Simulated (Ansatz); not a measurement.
**Energy profile**

The step: BHSF₂ ([F][B]([F])[SH]) + HF → BF₃ ([F][B]([F])[F]) + H₂S; bonds formed: B1–F6, S2–H5; bonds broken: B1–S2, H5–F6 (atoms numbered as in the saddle structure below).

```json
{"atom": "B1", "x (Å)": "-0.5994", "y (Å)": "-0.1670", "z (Å)": "-0.3079"}
{"atom": "S2", "x (Å)": "0.9073", "y (Å)": "1.1253", "z (Å)": "-0.1397"}
{"atom": "F3", "x (Å)": "-0.3368", "y (Å)": "-1.2459", "z (Å)": "-1.0402"}
{"atom": "F4", "x (Å)": "-1.7791", "y (Å)": "0.4329", "z (Å)": "-0.4287"}
{"atom": "H5", "x (Å)": "0.3884", "y (Å)": "0.1986", "z (Å)": "1.1623"}
{"atom": "F6", "x (Å)": "-0.4288", "y (Å)": "-0.5755", "z (Å)": "1.2414"}
{"atom": "H7", "x (Å)": "1.8484", "y (Å)": "0.2314", "z (Å)": "-0.4873"}
```

Electronic energies by CCSD(T) at an estimated basis limit (MP2 extrapolated from triple and quadruple zeta, plus CCSD(T) − MP2 in triple zeta), on PBE0-D4/def2-TZVP structures; BH₂SF₃, singlet; no counterpoise correction. Program: Ansatz 0.2.0. Basis: def2-TZVPP and def2-QZVPP. Cores are frozen in the correlated methods. Extrapolation: Hartree–Fock as exp(−7.88 √X), correlation as X^−2.97.

Q: Give the profile in kJ/mol, counted from the separated reactants. (Judge from chemistry; the value comes from the calculation.)

A: Computed:
| point | kJ/mol |
| --- | --- |
| separated: BHSF₂ (linked as [F][B]([F])[SH]; B1, S2, F3, F4, H7; singlet) + HF (H5, F6; singlet) | 0.0 |
| start structure | -11.5 |
| saddle | 58.3 |
| end structure | -90.6 |
| separated: BF₃ (linked as [F][B]([F])[F]; B1, F3, F4, F6; singlet) + H₂S (S2, H5, H7; singlet) | -76.3 |

The T1 diagnostic stays at or below 0.013.

For scale, one of the runs: CCSD(T)/def2-TZVPP, 194 basis functions, launched by `ansatz run in.yaml --threads 4 --pin off --events-out ev --progress --plain --max-ram 9574MiB`. The run took 44 s on 4 CPU threads of an Arm Neoverse V2 (shared host), with 2.4 GiB of host memory at its peak.
